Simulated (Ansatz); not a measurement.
`C=C(F)[SiH2][AlH2]` + CH₃OH → `CO[SiH2][AlH2]` + `C=CF`  (ligand exchange at the Si–C bond)

Isolated molecules relaxed with PBE0-D4/def2-TZVP in Ansatz; ΔE leaves out vibrations. CBS: MP2 limit from def2 TZ/QZ plus the TZ coupled-cluster correction, frozen cores. This one scheme is used for every species. DFT in def2-TZVPP. B3LYP here is the variant with VWN-RPA as its local correlation; programs differ in this. One conformer a species, not always the lowest.

```
             level  ΔE (kJ/mol)
         r2SCAN-D4        -81.5
           PBE0-D4        -76.1
          B3LYP-D4        -85.3
              PBE0        -77.9
             B3LYP        -88.6
     HF/def2-TZVPP       -103.1
CCSD(T)/def2-TZVPP        -83.8
      HF/CBS(def2)       -104.2
```

(1) What does CCSD(T)/CBS give? (Best estimate.)

Largest T1 diagnostic among the species: 0.013.

Results:

(1) Computed: -82.0 kJ/mol. The listed levels differ from it by 0.5, 5.9, -3.3, 4.1, -6.6, -21.1, -1.8, -22.2 kJ/mol.

In def2-TZVPP, CCSD(T) changes the Hartree–Fock value by +19.3 kJ/mol (the triples alone add +3.4 kJ/mol) and MP2 by +17.4 kJ/mol. The D4 term adds +3.2 kJ/mol with B3LYP and +1.8 kJ/mol with PBE0; it sums over pairs of atoms, weighted by their polarisabilities, and B3LYP, whose exchange is more repulsive, gets the larger term. From PBE to PBE0 (25 % exact exchange), in def2-TZVPP and without D4, ΔE moves by −4.3 kJ/mol.
